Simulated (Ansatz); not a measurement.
`O[SiH2]N[SiH](O)O`. Total charge 0; spin multiplicity 1. Geometry: relaxed with PBE0-D4/def2-TZVP. It is one conformer, not always the lowest.

```xyz
13

O    -0.479    0.672    2.097
Si   -0.089    1.687    0.872
N    -0.006    0.753   -0.582
Si   -0.264   -0.927   -0.715
O     0.402   -1.341   -2.156
O     0.431   -1.701    0.570
H    -0.123   -0.222    2.044
H    -1.148    2.726    0.819
H     1.218    2.365    1.098
H     0.211    1.232   -1.445
H    -1.673   -1.366   -0.637
H     0.127   -2.171   -2.547
H     1.392   -1.709    0.584
```

What is the dipole moment at PBE/def2-TZVPP? (Best estimate.)

Ansatz gave: 2.90 D, with components (1.35, -1.46, -2.11) D in this frame, pointing from negative to positive charge.

And with r2SCAN, B3LYP, ωB97M-V? (Estimate.)

Computed: r2SCAN 2.95 D, B3LYP 2.93 D, ωB97M-V 2.97 D.

Give the Mulliken charges with PBE, ωB97M-V, B3LYP in def2-TZVPP. (Best estimate.)

Computed: 
```
atom    PBE  ωB97M-V  B3LYP
  O1  -0.37    -0.40  -0.41
 Si2   0.45     0.47   0.54
  N3  -0.27    -0.33  -0.33
 Si4   0.50     0.58   0.63
  O5  -0.36    -0.38  -0.40
  O6  -0.38    -0.41  -0.42
  H7   0.19     0.19   0.19
  H8  -0.08    -0.05  -0.09
  H9  -0.10    -0.07  -0.11
 H10   0.13     0.10   0.12
 H11  -0.11    -0.06  -0.11
 H12   0.19     0.18   0.19
 H13   0.20     0.19   0.20
```

B3LYP here is the variant with VWN-RPA as its local correlation; programs differ in this.
